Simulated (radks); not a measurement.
Question: The mean radii <r> (bohr) of the occupied orbitals of an atom or ion are listed with their occupations. Calculated with a radial shooting solver on a logarithmic mesh with Libxc functionals: non-relativistic Kohn-Sham, Tao-Mo meta-GGA, spin-unpolarised, spherical densities, point nucleus; meta-GGA in the generalised Kohn-Sham scheme.

orbital  occ.     <r>
1s          2  0.1202
2s          2  0.6065
2p          5  0.5726
3s          2   2.105
3d          1   3.793

Name the element and its charge.

Answer: Z = 13, aluminium, charge +1: Al+ in [He] 2s2 2p5 3s2 3d1. The 1s radius gives Z: for a bare nucleus <r> = 1.5/Z, 0.1154 bohr for Z = 13, and screening makes it slightly larger (0.1202 here). The occupations add up to 12, and the charge is Z minus that.
